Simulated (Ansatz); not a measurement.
Ansatz (a quantum-chemistry and plane-wave program) input (PBE0/def2-TZVPD):

Ansatz 0.2 input:
```yaml
crystal:
  periodic: [false, false, false]
  atoms:
    - {symbol: Cl, position_ang: [1.79401874, -0.32211316, 0.12680614]}
    - {symbol: Al, position_ang: [0.00036834, 0.68022408, -0.25715876]}
    - {symbol: Cl, position_ang: [-1.79436847, -0.32374146, 0.11735924]}
    - {symbol: H, position_ang: [0.00115697, 2.13661555, -0.80774765]}
basis:
  gaussian:
    orbitals: def2-TZVPD
hamiltonian:
  xc: {name: PBE0}
total_charge: -1
magnetization: {spin_polarized: true, initial_magnetization: 1}
```

End of the output:

```
integrals: 0.07 GiB planned
961 factors; their error is unknown
0.23 GiB of the device are held for the grids
0.59 GiB of device memory are held for the factors and their scratch space
mean field: 0.59 GiB planned
mean field evaluation 1: about -31650.9235 eV, gradient 1.0e1 eV
mean field evaluation 2: about -31651.2361 eV, gradient 9.5e0 eV
mean field evaluation 4: about -31651.7409 eV, gradient 2.9e-1 eV
mean field evaluation 8: about -31651.8127 eV, gradient 7.7e-2 eV
mean field evaluation 16: about -31651.8128 eV, gradient 8.8e-5 eV
mean field evaluation 32: about -31651.4549 eV, gradient 5.1e-1 eV
mean field -31651.81275787 eV, -1163.1826644823 hartree, gradient 7.8e-6 eV, S^2 0.756016; 4 other end points of the search recorded, 0 dependent functions left out
reference -31651.81279800 eV, -1163.1826659571 hartree; 25, 24 occupied and 119, 120 virtual orbitals, 961 factors
Total energy: -31651.81279800 eV, -1163.1826659571 hartree
```

This state (charge -1, doublet) is run at the relaxed geometry of the species with charge 0 and multiplicity 1.
